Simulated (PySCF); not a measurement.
CHO₂ (SMILES O=[C]O), doublet, geometry from GFN2-xTB. Base run: PBE/cc-pVDZ (PySCF).

PySCF was given this input:
```python
from pyscf import gto, scf, dft

mol = gto.Mole()
mol.atom = '''
    O     0.965243   -0.682663   -0.072977
    C     0.272153    0.258955    0.168123
    O    -0.979298    0.513219   -0.000943
    H    -1.520474   -0.198179   -0.417378
'''
mol.basis = 'cc-pvdz'
mol.charge = 0
mol.spin = 1
mol.verbose = 4
mol.build()

mf = dft.UKS(mol)
mf.xc = 'pbe'
mf.kernel()
mo_i, mo_e, stable_i, stable_e = mf.stability(internal=True, external=False, return_status=True, nroots=6, tol=1e-6)
print('internally stable:', stable_i, ' externally stable:', stable_e)
if not stable_i:
    umf = mf.copy()
    umf.scf_summary = {}
    umf.kernel(umf.make_rdm1(mo_i, mf.mo_occ))
mf.analyze()
```

The bond that is stretched is that between atoms 1 and 2. A test that says stable can miss a lower solution.

Each row names what was changed in the base input (with any setting that the change needs).

```json
[
 {"change": "base", "ΔE vs base (mEh)": "0.000", "<S^2>": "0.752", "stability test says": "internally stable (external not tested)", "outcome": "converged"},
 {"change": "bond × 1.25", "ΔE vs base (mEh)": "66.844", "<S^2>": "0.753", "stability test says": "internally stable (external not tested)", "outcome": "converged"},
 {"change": "bond × 1.5", "ΔE vs base (mEh)": "153.4", "<S^2>": "0.759", "stability test says": "internally stable (external not tested)", "outcome": "converged"},
 {"change": "bond × 1.8", "ΔE vs base (mEh)": "208.8", "<S^2>": "0.874", "stability test says": "internally stable (external not tested)", "outcome": "converged"},
 {"change": "bond × 2.2", "ΔE vs base (mEh)": "238.6", "<S^2>": "1.322", "stability test says": "internally stable (external not tested)", "outcome": "converged"},
 {"change": "bond × 3.0", "ΔE vs base (mEh)": "-", "<S^2>": "-", "stability test says": "-", "outcome": "not converged"}
]
```

On stretching, the SCF can end on different states; <S^2> shows the spin contamination of each.
